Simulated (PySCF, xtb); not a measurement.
CH₅ClF₂Si₂, SMILES F[Si]([SiH2]Cl)(F)C.

GFN2-xTB (xtb) at its own geometry gives an orbital gap of 4.58 eV and a dipole moment of 1.68 D.

The structure is a stationary point at B3LYP-D3(BJ)/def2-SVP. The structure was generated by enumeration, and PubChem lists no compound with its InChIKey, so it may never have been made. Other conformers were not sampled.

Problem. What does PySCF with PBE/def2-TZVP give? (The exact figures need the calculation; the answer reports its results.)

Solution. gap 5.23 eV (levels -7.02 and -1.79 eV), dipole 1.52 D.
